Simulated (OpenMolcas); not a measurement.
# In²⁺: RASPT2 settings compared

- Program: OpenMolcas 26.06
- Basis: ANO-R1 [6s5p3d1f]
- Scalar Hamiltonian: X2C, finite nucleus
- Active space: 1 electron in 9 orbitals (RAS2 5s 5p; RAS3 5d, at most 1 electron)
- State averaging: 2S+1 = 2 even, 1 root; 2S+1 = 2 odd, 3 roots
- Spin-orbit coupling: state interaction with AMFI integrals over the reference wave functions, term energies averaged over their components

Methods on the same reference wave functions:
A. RASSCF
B. SS-RASPT2, IPEA 0.15 Eh, sigma1 regulariser 0.15 Eh (closed shells correlated: 4d)
C. SS-RASPT2, IPEA 0.1 Eh, sigma2 regulariser 0.3 Eh (closed shells correlated: 4s 4p 4d)
D. XMS-RASPT2, IPEA 0.3 Eh, sigma1 regulariser 0.05 Eh (closed shells correlated: 4s 4p 4d)

Energies in cm⁻¹ above 5s ²S_1/2, the measured ground level; measured values from Moore, Atomic Energy Levels, vol. III, NSRDS-NBS 35 (1971 reprint of NBS Circular 467, 1958).

| Level | A | B | C | D | Measured |
| --- | --- | --- | --- | --- | --- |
| 5s ²S_1/2 | 0.0 | 0.0 | 0.0 | 0.0 | 0.0 |
| 5p ²P°_1/2 | 55986 | 58001 | 58417 | 58087 | 57181 |
| 5p ²P°_3/2 | 60136 | 62152 | 62567 | 62238 | 61523 |

Deviations, from unrounded energies. A percentage is the sum of absolute deviations over the sum of measured energies, with the sign that they share, or ± where signs differ.

| Against measurement | Levels | A | B | C | D |
| --- | --- | --- | --- | --- | --- |
| mean absolute deviation (cm-1) | 2 | 1300 | 720 | 1100 | 810 |
| other configurations (%) | 2 | -2.2 | +1.2 | +1.9 | +1.4 |

B lies closest to measurement on these levels and A furthest from it. The largest miss of B in the table is 5p ²P°_1/2, by +820 cm-1. The ranking rests on the paired levels alone, and a cruder setting can come out closer through cancelling errors.

Among B to D the level of the table that moves most is 5p ²P°_1/2, by 420 cm-1 (lowest in B, highest in C).

The lowest spin-free term lies below A's lowest term by 0.322 hartree in B, 0.420 hartree in C, 0.418 hartree in D.

With one active electron outside closed inactive shells, the extra shells (5d) add no correlation to the reference. With one active electron the reference holds no correlation, so core polarisation is missing (holds for A). With one active electron, CASPT2 adds the correlation within the correlated inactive shells and between them and that electron, and leaves the splitting within a term as the reference gives it (holds for B; C; D). Computed and measured levels are paired by configuration, term and J; levels that our copy of the source lacks, or whose pairing is in doubt (as where it misses far off the trend of its configuration), stay unpaired and out of the deviations. Levels of configurations outside the active space are missing.

° marks odd parity.
